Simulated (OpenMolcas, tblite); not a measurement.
## A ladder of methods for GeO (SMILES [O]=[Ge])

GeO has 2 atoms, charge 0, and is taken as a singlet. As SMILES, `[O]=[Ge]`. The coordinates come from a PBE0-D4/def2-TZVP relaxation.

```xyz
2

O     0.0000    0.0000   -0.0230
Ge    0.0000    0.0000    1.5995
```

Each level gives the electronic atomisation energy (eV). The values are calculated. Electronic energies at fixed atoms, without zero-point motion or spin-orbit coupling.

```tsv
level	kind	program	value (eV)	less CCSD(T)/cc-pVTZ
GFN2-xTB	semi-empirical	tblite	10.53	+3.80
HF/cc-pVTZ	Hartree–Fock	OpenMolcas	3.12	-3.61
SVWN5/cc-pVTZ	LDA	OpenMolcas	8.51	+1.78
revPBE/cc-pVTZ	GGA	OpenMolcas	6.95	+0.22
M06-L/cc-pVTZ	meta-GGA	OpenMolcas	7.07	+0.34
M06-2X/cc-pVTZ	hybrid meta-GGA	OpenMolcas	6.51	-0.22
PBE0/cc-pVTZ	global hybrid	OpenMolcas	6.59	-0.14
CCSD(T)/cc-pVTZ, open shells restricted	coupled cluster or CI	OpenMolcas	6.73	0.00
```

Differences are taken from CCSD(T)/cc-pVTZ, open shells restricted for orientation; it has basis-set and higher-order errors of its own. All-electron rows without a relativistic Hamiltonian named are non-relativistic. The values span 3.12 to 10.53 eV. In the correlated wave-function rows the outer d shell of Ge is correlated, in sets not made for it.
